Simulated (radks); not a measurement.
All-electron atom: Cd31+ in [Ne] 3s2 3p5.

Method: scalar-relativistic Kohn-Sham, exchange-only LDA, spin-polarised, spherical densities, point nucleus; open shells are filled with parallel spins first (spin-orbit coupling, left out, can overturn this in heavy ions); computed with a radial shooting solver on a logarithmic mesh with Libxc functionals.

Energy parts (hartree):
part                    energy
total              -4876.74415
kinetic             5102.83973
electron-nucleus  -10701.66618
Hartree              816.10020
exchange             -94.01790

Orbitals (lengths in bohr, moments of r in powers of bohr; <r^-3> diverges for s and p1/2):
[
 {"orbital": "1s up", "occ.": "1", "eigenvalue (hartree)": "-1032.339", "<r^-3>": "-"},
 {"orbital": "1s down", "occ.": "1", "eigenvalue (hartree)": "-1032.260", "<r^-3>": "-"},
 {"orbital": "2s up", "occ.": "1", "eigenvalue (hartree)": "-201.8119", "<r^-3>": "-"},
 {"orbital": "2s down", "occ.": "1", "eigenvalue (hartree)": "-201.7421", "<r^-3>": "-"},
 {"orbital": "2p up", "occ.": "3", "eigenvalue (hartree)": "-187.4919", "<r^-3>": "4135"},
 {"orbital": "2p down", "occ.": "3", "eigenvalue (hartree)": "-187.4068", "<r^-3>": "4135"},
 {"orbital": "3s up", "occ.": "1", "eigenvalue (hartree)": "-74.65074", "<r^-3>": "-"},
 {"orbital": "3s down", "occ.": "1", "eigenvalue (hartree)": "-74.45155", "<r^-3>": "-"},
 {"orbital": "3p up", "occ.": "3", "eigenvalue (hartree)": "-70.08697", "<r^-3>": "985.1"},
 {"orbital": "3p down", "occ.": "2", "eigenvalue (hartree)": "-69.88521", "<r^-3>": "984.0"},
 {"orbital": "3d up", "occ.": "0", "eigenvalue (hartree)": "-64.17888", "<r^-3>": "145.2"},
 {"orbital": "3d down", "occ.": "0", "eigenvalue (hartree)": "-63.99854", "<r^-3>": "145.5"},
 {"orbital": "4s up", "occ.": "0", "eigenvalue (hartree)": "-38.07153", "<r^-3>": "-"},
 {"orbital": "4s down", "occ.": "0", "eigenvalue (hartree)": "-37.99705", "<r^-3>": "-"}
]

The highest occupied level is 3p down at -1901.7 eV. For comparison, the ionisation energy in NIST's Atomic Spectra Database is 1918 eV (semi-empirical). In exact Kohn-Sham theory the highest level is minus the ionisation energy, but local and semilocal functionals leave it too shallow, through self-interaction and a potential that decays too fast; potentials with the right tail come closer.
